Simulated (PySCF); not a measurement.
# Deuteron quadrupole couplings in `CC1([SiH](F)F)CC(=S)C1`

Species: C5H8F2SSi.
Z-matrix (Å and degrees, GFN2-xTB geometry), rows numbered from 1:
```
C 
C   1  1.5259
Si  2  1.8969  1  112.35
F   3  1.5988  2  108.85  1   176.75
F   3  1.5987  2  109.09  1    66.14
C   2  1.5531  1  111.79  3  -131.80
C   6  1.4964  2   89.03  1  -108.47
S   7  1.6100  6  133.37  2   173.62
C   7  1.4948  6   93.09  2    -4.77
H   1  1.0883  2  110.67  3    62.51
H   1  1.0891  2  110.56  3  -177.39
H   1  1.0879  2  110.52  3   -57.40
H   3  1.4414  2  118.10  1   -59.02
H   6  1.0906  2  115.61  1   136.43
H   6  1.0901  2  115.72  1     8.74
H   9  1.0901  2  115.74  1    -9.28
H   9  1.0915  2  115.64  1  -136.65
```

Level: PBE0/pcSseg-1 (PySCF, non-relativistic); Q(2H) = 0.00286 b; rigid geometry, the same for H and D, with no vibrational averaging.

Question: Rank these positions by the coupling χzz of a deuteron there, largest first.
A. H13 (Si–H hydrogen)
B. H17 (methylene hydrogen)
C. H12 (methyl hydrogen)

Answer: C (209 kHz), B (205 kHz), A (115 kHz).

Question: Tabulate Vzz, the asymmetry η and χzz = 234.96 MHz × Q × Vzz for every hydrogen position.

Answer: 
```csv
atom,bonded to,bond length (Å),Vzz (au),η,χzz (kHz)
H10,C1,1.088,0.3126,0.02,210
H11,C1,1.089,0.3096,0.03,208
H12,C1,1.088,0.3113,0.02,209
H13,Si3,1.441,0.1718,0.00,115
H14,C6,1.091,0.3074,0.02,207
H15,C6,1.090,0.3087,0.01,207
H16,C9,1.090,0.3088,0.01,208
H17,C9,1.091,0.3045,0.02,205
```

Question: Average by the element that carries the hydrogen.

Answer: on C: 208 kHz over 7 positions, mean bond length 1.090 Å; on Si: 115 kHz over 1 position, mean bond length 1.441 Å.

Isolated species at its GFN2-xTB geometry (one conformer only). GFN2-xTB bond lengths can be off by several hundredths of an ångström, more for odd bonds, and the gradients follow them. The basis is small and wasn't made for field gradients, so the couplings can be 20 % off.
